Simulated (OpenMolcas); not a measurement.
**A ladder of methods for SnH2Cl2 (SMILES [Cl][SnH2][Cl])**

SnH2Cl2 has 5 atoms, charge 0, and is taken as a singlet. As SMILES, `[Cl][SnH2][Cl]`. Geometry: relaxed at PBE0-D4/def2-TZVP.

```xyz
5

Cl   -1.7953   -0.3262    1.2065
Sn    0.1924   -0.1029    0.0386
Cl   -0.2504    1.2955   -1.7539
H     0.6022   -1.6263   -0.5821
H     1.3010    0.6863    1.0494
```

Quantity: the energy change with the Sn2–Cl3 bond stretched from 2.316 to 3.011 Å, in eV. The values are calculated.

```csv
level,kind,program,value (eV),CPU time (all runs)
HF/def2-SVPD (core potential) (unrestricted),Hartree–Fock,OpenMolcas,1.46,36 s
SVWN5/def2-SVPD (core potential) (restricted),LDA,OpenMolcas,1.34,43 s
BLYP/def2-SVPD (core potential) (restricted),GGA,OpenMolcas,0.94,54 s
revPBE/def2-SVPD (core potential) (restricted),GGA,OpenMolcas,1.03,55 s
M06-L/def2-SVPD (core potential) (restricted),meta-GGA,OpenMolcas,1.23,65 s
B3LYP/def2-SVPD (core potential) (restricted),global hybrid,OpenMolcas,1.16,46 s
BHLYP/def2-SVPD (core potential) (restricted),global hybrid,OpenMolcas,1.39,46 s
MP2/def2-SVPD (core potential) (restricted),perturbation theory,OpenMolcas,1.38,17 s
```

The first shape isn't each level's own minimum. The values span 0.94 to 1.46 eV. In the correlated wave-function rows the outer d shell of Sn is correlated, in sets not made for it. Times are those of the runs behind each value, whatever else they computed, on shared processors of several kinds: orders of magnitude only.
